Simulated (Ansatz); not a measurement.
Ideal-gas functions of F$_{2}$H$_{4}$OSi$_{2}$ (`O[SiH](F)[SiH2]F`) at 600 K and 1 bar, from an Ansatz frequency run at PBE0-D4/def2-TZVP.

Molar mass 114.2 g/mol, point group C1 (symmetry number 1), electronic degeneracy 1, moments of inertia 109.039, 272.157, 312.254 u Å². Harmonic wavenumbers (cm⁻¹, unscaled): 34, 97, 149, 269, 324, 338, 418, 504, 723, 762, 829, 830, 841, 888, 900, 951, 954, 2223, 2236, 2258, 3911.

Use S(trans) = R[1.5 ln M + 2.5 ln T − 1.1517]; rotational temperatures θ = 24.2544 K / I; S(rot) = R[ln(√π/σ · √(T³/θAθBθC)) + 1.5]; for each mode x = 1.438777 ν̃/T, S = R[x/(eˣ − 1) − ln(1 − e⁻ˣ)] and H = RT x/(eˣ − 1); 1 cm⁻¹ = 0.0119627 kJ/mol; R = 8.31446 J/(mol·K).

**Question.** By hand: the entropy, in J/(mol·K).

**Answer.** Translation 182.5. Rotation: θ = 0.2224, 0.0891, 0.0777 K, giving 123.9. Vibration, mode by mode: 29.16, 20.46, 16.92, 12.10, 10.62, 10.29, 8.63, 7.23, 4.71, 4.37, 3.85, 3.84, 3.76, 3.44, 3.36, 3.06, 3.04, 0.26, 0.25, 0.24, 0.01, in all 149.6. Electronic 0.0. Sum 456.0 J/(mol·K).

**Question.** By hand: H − E and G − E in kJ/mol, counted from the electronic energy.

**Answer.** Zero-point energy ½ × 20439 × 0.0119627 = 122.3; thermal vibration 43.0; translation, rotation and pV give 4 RT = 20.0. H − E = 185.3 kJ/mol, and G − E = 185.3 − 600 × 456.0/1000 = -88.3 kJ/mol.

Vibration gives 33 % of the entropy, 66.5 J/(mol·K) of it from the modes under 150 cm⁻¹: soft modes count most, and the harmonic formula is weakest for them. The sum counts one conformer and one mirror image; others add a mixing term.
